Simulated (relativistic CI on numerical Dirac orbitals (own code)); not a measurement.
**Magnetism of Zn⁴⁺, 3d8, in a crystal field**

Calculated by Dirac-Coulomb-Breit CI, orbitals from a KLI potential per configuration, model QED (radiative potential, 1s self-energy scaled to tabulated hydrogen-like ionisation energies), valence Slater integrals scaled by 0.85, one configuration in a parametric crystal field (own radial code).

Field parameters in Wybourne normalisation: D3d B²₀ = −7Dσ, B⁴₀ = −14Dq − 21Dτ, B⁴₃ = −14√(10/7) Dq. The field is a parameter set, without covalency.

S is read from ⟨S²⟩ = S(S + 1).

Powder χT (cm³ K mol⁻¹) by Van Vleck's formula, with temperature-independent terms:

```
                                       Field    2 K    5 K  10 K  20 K  50 K  100 K  200 K  300 K
D3d, 10Dq = 29400, Dσ = -1200, Dτ = 200 cm⁻¹  0.538  0.972  1.11  1.15  1.16   1.16   1.17   1.18
 D3d, 10Dq = 29400, Dσ = -980, Dτ = 200 cm⁻¹  0.643   1.03  1.13  1.15  1.16   1.17   1.17   1.18
 D3d, 10Dq = 29400, Dσ = -760, Dτ = 200 cm⁻¹  0.775   1.08  1.14  1.16  1.16   1.17   1.17   1.18
 D3d, 10Dq = 29400, Dσ = -550, Dτ = 200 cm⁻¹  0.917   1.12  1.15  1.16  1.16   1.17   1.17   1.18
 D3d, 10Dq = 29400, Dσ = -330, Dτ = 200 cm⁻¹   1.05   1.14  1.16  1.16  1.16   1.17   1.17   1.18
 D3d, 10Dq = 29400, Dσ = -110, Dτ = 200 cm⁻¹   1.14   1.16  1.16  1.16  1.16   1.17   1.17   1.18
  D3d, 10Dq = 29400, Dσ = 110, Dτ = 200 cm⁻¹   1.16   1.16  1.16  1.16  1.16   1.17   1.17   1.18
  D3d, 10Dq = 29400, Dσ = 330, Dτ = 200 cm⁻¹   1.12   1.15  1.16  1.16  1.16   1.17   1.17   1.18
```

Problem. For D3d, 10Dq = 29400, Dσ = -550, Dτ = 200 cm⁻¹: what effective moment follows at 300 K?

Solution. μ_eff = √(8χT) = 3.07 μB. The ground level has S = 1.00; the spin-only moment for S = 1 is 2.83 μB. The difference comes from the orbital moment, spin-orbit mixing of terms and temperature-independent paramagnetism, all larger in this ionic model than in covalent complexes.
